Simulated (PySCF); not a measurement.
## C₆ coefficients of unlike pairs at PW91

Calculated with PySCF 2.14 from the dipole response of each species, C₆(A,B) = (3/π) ∫ α_A(iu) α_B(iu) du, in atomic units, from isotropic polarisabilities. For ions this is the dispersion term alone; charge-induced terms of lower order in 1/R come first.

```json
{"species": "C²⁺", "configuration": "[He] 2s2 (1S)", "basis": "aug-cc-pwCVTZ (7s6p4d2f)", "relativity": "none", "α (bohr³)": "4.240", "C₆ (like pair)": "6.536"}
{"species": "Al⁺", "configuration": "[Ne] 3s2 (1S)", "basis": "dyall-acv3z (19s12p6d4f)", "relativity": "spin-free X2C", "α (bohr³)": "24.03", "C₆ (like pair)": "121.4"}
{"species": "Zn³⁺", "configuration": "[Ar] 3d9 (2D)", "basis": "aug-cc-pwCVDZ-PP with ECP10MDF (6s6p5d3f)", "relativity": "core potential", "α (bohr³)": "1.292", "C₆ (like pair)": "2.719"}
{"species": "S³⁺", "configuration": "[Ne] 3s2 3p1 (2P)", "basis": "aug-cc-pwCVQZ (10s9p7d5f3g)", "relativity": "none", "α (bohr³)": "5.332", "C₆ (like pair)": "14.12"}
```

Estimate C₆ for Zn³⁺ with Al⁺.

The integral gives 11.76. The combination rule 2 C_A C_B / (C_A α_B/α_A + C_B α_A/α_B) gives 11.56 and the geometric mean 18.17.

No spin-orbit coupling is included.

The other pairs:

```csv
pair,C₆
"Al⁺, C²⁺",27.15
"S³⁺, C²⁺",9.511
"S³⁺, Zn³⁺",5.207
"S³⁺, Al⁺",38.04
"Zn³⁺, C²⁺",3.279
```
